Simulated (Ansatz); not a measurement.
Geometry optimisation, RKS PBE-D4/6-31G* (Ansatz).

Input file:

```yaml
crystal:
  periodic: [false, false, false]
  atoms:
    - { symbol: C, position_ang: [0.3873, 1.64, -1.0954] }
    - { symbol: C, position_ang: [0.0951, 0.4742, -0.3184] }
    - { symbol: C, position_ang: [-0.1317, -0.5165, 0.3193] }
    - { symbol: Al, position_ang: [-0.3431, -2.1091, 1.3769] }
    - { symbol: H, position_ang: [1.034, 2.3474, -0.5754] }
    - { symbol: H, position_ang: [0.7892, 1.4219, -2.0833] }
    - { symbol: H, position_ang: [-0.5959, 2.2126, -1.2772] }
    - { symbol: H, position_ang: [-0.3463, -3.5354, 0.6691] }
    - { symbol: H, position_ang: [-0.8002, -1.9814, 2.9673] }
basis:
  gaussian: { orbitals: "6-31G*" }
hamiltonian:
  xc: pbe
  dispersion: d4
relax:
  f_tol: 0.02
  max_steps: 50
```

Command:

```bash
$ ansatz run input.yaml --threads 1 --pin off --max-ram 2048MiB --backend cpu --events-out ev --progress --plain --runs-dir out
```

Question: Where does it end, and by what steps?

Answer: The forces met the threshold. After 7 steps the energy has fallen by 0.172 eV; Al4 moved furthest, 0.08 Å.

```json
{"step": "0", "energy less start (eV)": "0.0000", "largest force component (eV/Å)": "3.311", "accepted": "yes"}
{"step": "1", "energy less start (eV)": "-0.1578", "largest force component (eV/Å)": "0.663", "accepted": "yes"}
{"step": "2", "energy less start (eV)": "-0.1703", "largest force component (eV/Å)": "0.203", "accepted": "yes"}
{"step": "3", "energy less start (eV)": "-0.1714", "largest force component (eV/Å)": "0.064", "accepted": "yes"}
{"step": "4", "energy less start (eV)": "-0.1718", "largest force component (eV/Å)": "0.041", "accepted": "yes"}
{"step": "5", "energy less start (eV)": "-0.1720", "largest force component (eV/Å)": "0.025", "accepted": "yes"}
{"step": "6", "energy less start (eV)": "-0.1721", "largest force component (eV/Å)": "0.023", "accepted": "yes"}
{"step": "7", "energy less start (eV)": "-0.1721", "largest force component (eV/Å)": "0.017", "accepted": "yes"}
```

```xyz
9
Properties=species:S:1:pos:R:3
C 0.354 1.668 -1.103
C 0.109 0.468 -0.315
C -0.101 -0.548 0.354
Al -0.420 -2.114 1.383
H 1.034 2.361 -0.576
H 0.804 1.427 -2.083
H -0.589 2.213 -1.293
H -0.340 -3.548 0.675
H -0.762 -1.973 2.941
```

Whether the end is a true minimum wasn't checked by a vibrational analysis.

The run took 16 s on 1 thread of Arm Neoverse V2 (shared host), peak memory 0.11 GiB.
